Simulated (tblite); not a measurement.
Species: C5H9F3N (doublet state).
Atom-mapped SMILES: `[CH3:1][CH2:2][NH:3][CH2:4][C:5]([F:6])[CH:7]([F:8])[F:9]` (hydrogens: H10, H11, H12 on C1; H13, H14 on C2; H15 on N3; H16, H17 on C4; H18 on C7)

Structure optimised with GFN2-xTB, isolated species. This method treats the open shell by occupation alone, without spin polarisation.

**Question.** Give the optimised bond lengths and angles.

**Answer.** 
```
                  bond  length (bohr)   order
                 C1–C2          2.875  single
                 C2–N3          2.737  single
                 N3–C4          2.715  single
                 C4–C5          2.794  single
                 C5–F6          2.566  single
                 C5–C7          2.789  single
                 C7–F8          2.568  single
                 C7–F9          2.609  single
C1–H10, C1–H11, C1–H12          2.054  single
                C2–H13          2.087  single
                C2–H14          2.068  single
                N3–H15          1.918  single
                C4–H16          2.074  single
                C4–H17          2.111  single
                C7–H18          2.077  single
```

Bonds in one row agree within 0.02 bohr and their mean is given. Orders are formal, as drawn. A selection of angles:
```
     angle  degrees
 C2–C1–H10    110.5
 C2–C1–H11    109.9
H10–C1–H11    108.5
  C1–C2–N3    109.8
 C1–C2–H13    109.6
 N3–C2–H13    112.1
 N3–C2–H14    107.5
H13–C2–H14    107.7
  C2–N3–C4    115.0
 C2–N3–H15    110.9
 C4–N3–H15    111.2
  N3–C4–C5    113.5
 N3–C4–H16    109.2
 N3–C4–H17    111.2
 C5–C4–H16    108.3
H16–C4–H17    106.1
  C4–C5–F6    117.4
  C4–C5–C7    123.0
  F6–C5–C7    114.5
  C5–C7–F8    111.3
  C5–C7–F9    112.6
 C5–C7–H18    112.5
  F8–C7–F9    104.0
 F8–C7–H18    108.7
 F9–C7–H18    107.3
```

Torsions: C1–C2–N3–C4 180° (antiperiplanar); C2–N3–C4–C5 171° (antiperiplanar); N3–C4–C5–F6 -39° (synclinal); C4–C5–C7–F8 -64° (synclinal). The mirror-image conformer, all signs reversed, is as good.

The C–F distances run from 1.358 Å (C5–F6, drawn single) to 1.381 Å (C7–F9, drawn single), a spread of 0.023 Å. C5 (carbon bonded to 2 C and F) has angles 123.0°, 117.4° and 114.5°, sum 355.0°, 0.19 Å off the plane of its three neighbours. N3 (nitrogen bonded to 2 C and H) is pyramidal (angles 115.0°, 111.2° and 110.9°, sum 337.2°, 0.36 Å off the plane of its three neighbours). Of the pairs four or more bonds apart, F6···H15 is among the closest relative to their van der Waals radii: 2.41 Å, 90 % of the sum of Bondi's values. The C–C distances run from 1.476 Å (C5–C7, drawn single) to 1.522 Å (C1–C2, drawn single), a spread of 0.046 Å.

Point group: C1 (no symmetry element, even within 0.4 Å). Its GFN2-xTB frequencies are all real (lowest 36 cm⁻¹).

The run took 0.96 s wall on one thread of an AMD EPYC, on a shared host. That covers the optimisation of the geometry.

These are computed values.
